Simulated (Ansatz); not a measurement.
`C[S][GeH2][CH3]` → `[CH2]` (triplet) + `[CH3][GeH2][SH]` at 400 K and 1 bar (formal loss of a carbene).

Program: Ansatz. Geometries: PBE0-D4/def2-TZVP. ΔE: electronic, gas phase. CCSD(T)/CBS is the MP2 limit (def2-TZVPP, def2-QZVPP) plus CCSD(T) − MP2 in def2-TZVPP, frozen cores. This one scheme is used for every species. Triplets are unrestricted, without spin–orbit coupling. For Ge outer-core shells are correlated without core-valence functions, which leaves a few kJ/mol of doubt a bond. Scalar relativity is left out up to krypton. One conformer a species, not always the lowest.

```json
{"species": "`C[S][GeH2][CH3]`", "CCSD(T)/CBS energy (Eh)": "-2554.83183", "H − E (kJ/mol)": "275.4", "S (J/(mol·K))": "400.9"}
{"species": "`[CH2]` (triplet)", "CCSD(T)/CBS energy (Eh)": "-39.09499", "H − E (kJ/mol)": "59.0", "S (J/(mol·K))": "205.7"}
{"species": "`[CH3][GeH2][SH]`", "CCSD(T)/CBS energy (Eh)": "-2515.57584", "H − E (kJ/mol)": "190.8", "S (J/(mol·K))": "357.6"}
```

H − E and S are ideal-gas, rigid-rotor, harmonic terms from PBE0-D4/def2-TZVP, for one conformer and one mirror image of each species, with the whole ground term of open shells counted as degenerate. 1 Eh = 2625.50 kJ/mol, R = 8.31446 J/(mol·K).

Q: By hand: ΔE, ΔH, ΔS and ΔG.

A: ΔE = (-39.09499) + (-2515.57584) − (-2554.83183) = 0.16100 Eh = 422.7 kJ/mol. Δ(H − E) = 59.0 + 190.8 − 275.4 = -25.6, so ΔH = 397.1 kJ/mol. ΔS = 205.7 + 357.6 − 400.9 = 162.4 J/(mol·K). ΔG = 397.1 − 400 × (162.4)/1000 = 332.1 kJ/mol.

Q: By hand: the equilibrium constant, and the temperature at which ΔG would vanish if ΔH and ΔS stayed fixed.

A: log₁₀ K = −ΔG/(RT ln 10) = -43.4. ΔG = 0 at ΔH/ΔS = 2445 K.

The number of gas molecules changes by +1, which sets the sign of ΔS. A doubt of 5 kJ/mol in ΔE shifts log₁₀ K by 0.7 here. Other conformers and mirror images would add mixing entropy, several J/(mol·K) or more a flexible species. Modes under 60 cm⁻¹, often nearly free rotors, make the harmonic entropy too high. A triplet takes part, so the spin changes. These are equilibria of isolated gas molecules and say nothing of rates. Largest T1 diagnostic: 0.011 (customary marks: 0.02 for closed shells, 0.045 for open ones).
